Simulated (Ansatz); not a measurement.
Ansatz (a first-principles code) input (PBE0/6-31G*):

Ansatz 0.2 input:
```yaml
crystal:
  periodic: [false, false, false]
  atoms:
    - {symbol: Si, position_ang: [-0.21855488, -0.22630866, 0.49444322]}
    - {symbol: C, position_ang: [-2.02670085, -0.22781155, 0.25996117]}
    - {symbol: Cl, position_ang: [0.68777815, -1.35755267, -0.97261018]}
    - {symbol: Cl, position_ang: [0.50231633, 1.69766403, 0.34662977]}
    - {symbol: H, position_ang: [0.18346958, -0.77285411, 1.79787259]}
    - {symbol: H, position_ang: [-2.49827062, 0.25068268, -0.59016805]}
    - {symbol: H, position_ang: [-2.69683158, -0.72453112, 0.95199039]}
basis:
  gaussian:
    orbitals: 6-31G*
hamiltonian:
  xc: {name: PBE0}
magnetization: {spin_polarized: true, initial_magnetization: 1}
```

Output:

```
Functional definition: PBE0
integrals: 0.03 GiB planned
732 factors; integrals over basis functions are off by at most 7.7e-4 eV
mean field: 0.48 GiB planned
mean field evaluation 1: about -33993.6250 eV, gradient 2.0e1 eV
mean field evaluation 2: about -33993.6534 eV, gradient 1.9e1 eV
mean field evaluation 4: about -33995.6733 eV, gradient 6.9e-1 eV
mean field evaluation 8: about -33995.8080 eV, gradient 1.5e-1 eV
mean field evaluation 16: about -33995.8081 eV, gradient 6.3e-5 eV
mean field -33995.80814258 eV, -1249.3229060535 hartree, gradient 6.4e-5 eV, S^2 0.753966; 0 other end points of the search recorded, 0 dependent functions left out
reference -33995.80816446 eV, -1249.3229068575 hartree; 29, 28 occupied and 49, 50 virtual orbitals, 732 factors
Total energy: -33995.80816446 eV, -1249.3229068575 hartree
```

It need not be the lowest isomer of its formula.
